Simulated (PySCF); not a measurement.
Cost against size for one kind of job: PySCF, GIAO PBE0/pcSseg-1 NMR shielding, non-relativistic, gas phase; work: shieldings, ring-centre shieldings, charges and field gradients. Hardware: an Arm Neoverse V1 with one thread, no GPU (shared host). Other jobs ran on the host; a repeat could differ by tens of per cent or more.

```
         species (SMILES)  atoms  electrons  basis functions  SCF cycles  wall time
       O=C1OC[C@@H]1C(F)F     12         62              156          14       18 s
          C#Cc1nnc(C)cc1F     15         70              195          16          ?
C=C1C(C#N)=C1[C@@H](C)C#N     16         68              200          15          ?
       CCC[Si](O)(O)C1CC1     23         80              230          12       48 s
       c1ccc(-c2ccsc2)cc1     19         84              234          14       50 s
       c1ccc(-c2cccs2)cc1     19         84              234          14          ?
      CC#C/C=C/C#Cc1ccco1     20         82              244          15       62 s
```

Question: Estimate the withheld figures.

Answer: `C#Cc1nnc(C)cc1F`: 29 s; `C=C1C(C#N)=C1[C@@H](C)C#N`: 29 s; `c1ccc(-c2cccs2)cc1`: 47 s.

Question: Which species took longest, and how many times the shortest run?

Answer: `CC#C/C=C/C#Cc1ccco1`, at 62 s: about 3.4 times the shortest (18 s).
